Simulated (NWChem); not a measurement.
System: AlF2, doublet; SMILES [F][Al][F]

Excerpt of the output:

```
             Northwest Computational Chemistry Package (NWChem) 7.3.0
             --------------------------------------------------------

 C2V symmetry detected

                             Geometry "geometry" -> ""
                             -------------------------

 Output coordinates in angstroms (scale by  1.889725989 to convert to a.u.)

  No.       Tag          Charge          X              Y              Z
 ---- ---------------- ---------- -------------- -------------- --------------
    1 Al                  13.0000     0.00000000     0.00000000     0.48705387
    2 F                    9.0000    -1.43455200     0.00000000    -0.35176113
    3 F                    9.0000     1.43455200     0.00000000    -0.35176113

 Effective nuclear repulsion energy (a.u.)      89.4540924494

      Symmetry information
      --------------------

 Group name             C2v
 Group number             16
 Group order               4
 No. of unique centers     2

  pbe96 is a nonlocal functional; adding pw91lda local functional.

                                 NWChem DFT Module
                                 -----------------

 Summary of "ao basis" -> "ao basis" (spherical)
 ------------------------------------------------------------------------------
       Tag                 Description            Shells   Functions and Types
 ---------------- ------------------------------  ------  ---------------------
 Al                         def2-svp                 8       18   4s3p1d
 F                          def2-svp                 6       14   3s2p1d

      Symmetry analysis of basis
      --------------------------

        a1         19
        a2          5
        b1         14
        b2          8

            General Information
            -------------------
          SCF calculation type: DFT
          Wavefunction type:  spin polarized.
          No. of atoms     :     3
          No. of electrons :    31
           Alpha electrons :    16
            Beta electrons :    15
          Charge           :     0
          Spin multiplicity:     2
          Use of symmetry is: off; symmetry adaption is: on
          Maximum number of iterations: 150
          AO basis - number of functions:    46
                     number of shells:    20
          Convergence on energy requested:  1.00D-06
          Convergence on density requested:  1.00D-05
          Convergence on gradient requested:  5.00D-04

              XC Information
              --------------
                     Hartree-Fock (Exact) Exchange  1.000
                     LC-wPBE(h)Exchange Functional  0.800
            Perdew 1991 LDA Correlation Functional  1.000 local
           PerdewBurkeErnz. Correlation Functional  1.000 non-local

[...]

                                NWChem TDDFT Module
                                -------------------

            General Information
            -------------------
           No. of orbitals :      92
            Alpha orbitals :      46
             Beta orbitals :      46
        Alpha frozen cores :       0
         Beta frozen cores :       0
     Alpha frozen virtuals :       0
      Beta frozen virtuals :       0
         Spin multiplicity :       2
    Number of AO functions :      46
        Use of symmetry is : off
      Symmetry adaption is : on
         Schwarz screening :  0.10D-07

              XC Information
              --------------
              Hartree-Fock (Exact) Exchange   1.00
              LC-wPBE(h)Exchange Functional   0.80
     Perdew 1991 LDA Correlation Functional   1.00 local
    PerdewBurkeErnz. Correlation Functional   1.00 non-local
           Alpha           :  0.20
           Beta            :  0.80
           Gamma           :  0.20

             TDDFT Information
             -----------------
          Calculation type : Tamm-Dancoff TDDFT
         Wavefunction type : Unrestricted
          No. of electrons :      31
           Alpha electrons :      16
            Beta electrons :      15
              No. of roots :       6
          Max subspacesize :    5200
            Max iterations :     100
               Target root :       1
           Target symmetry : none
      Symmetry restriction : off
                 Algorithm : Optimal
        Davidson threshold :  0.10D-03

    6 smallest eigenvalue differences (eV)
--------------------------------------------------------
  No. Spin  Occ  Vir  Irrep   E(Occ)    E(Vir)   E(Diff)
--------------------------------------------------------
    1    1   16   17 b2       -0.323     0.013     9.157
    2    2   15   16 b1       -0.477    -0.060    11.335
    3    2   14   16 a2       -0.484    -0.060    11.537
    4    1   16   18 a1       -0.323     0.103    11.599
    5    1   16   19 b1       -0.323     0.110    11.781
    6    2   13   16 a1       -0.498    -0.060    11.916
--------------------------------------------------------

  Entering Davidson iterations
  Unrestricted

  Iter   NTrls   NConv    DeltaV     DeltaE      Time
  ----  ------  ------  ---------  ---------  ---------
    1      6       0     0.73E-01   0.10+100        0.9
    2     12       0     0.38E-01   0.68E-02        1.0
    3     18       0     0.14E-01   0.22E-02        1.0
    4     24       0     0.82E-02   0.23E-03        1.0
    5     30       0     0.54E-01   0.36E-02        1.0
    6     36       1     0.89E-02   0.29E-02        1.0
    7     41       4     0.44E-02   0.14E-03        0.9
    8     43       4     0.91E-03   0.11E-04        0.7
    9     45       4     0.22E-03   0.43E-06        0.7
   10     47       6     0.82E-04   0.27E-07        0.7
  ----  ------  ------  ---------  ---------  ---------
  Convergence criterion met

  Ground state a1       -441.688952613584 a.u.
  <S2> =   0.7512

[...]
```

Level: LRC-wPBEh/def2-SVP, spin-unrestricted, TDA. In the optimisation the excess spin sits in a1 (C2v, its own frame). The geometry was optimised at PBE0/def2-SVP, spin-unrestricted. The spin multiplicity was typed, not searched, and may not be the lowest. No stability test was run on the SCF state.

Task: Write an input that gives this output.

Result: One answer among several that fit: the input that was run:
```
start job
memory heap 200 mb stack 900 mb global 1100 mb
geometry units angstroms noautoz
  Al     0.000000     0.000000     0.507738
  F     -1.434552     0.000000    -0.331077
  F      1.434552     0.000000    -0.331077
end
basis spherical
  Al library def2-svp
  F library def2-svp
end
dft
  odft
  mult 2
  xc xwpbe 0.80 cpbe96 1.0 hfexch 1.00
  cam 0.2 cam_alpha 0.2 cam_beta 0.8
  iterations 150
end
tddft
  cis
  nroots 6
end
task tddft energy
```
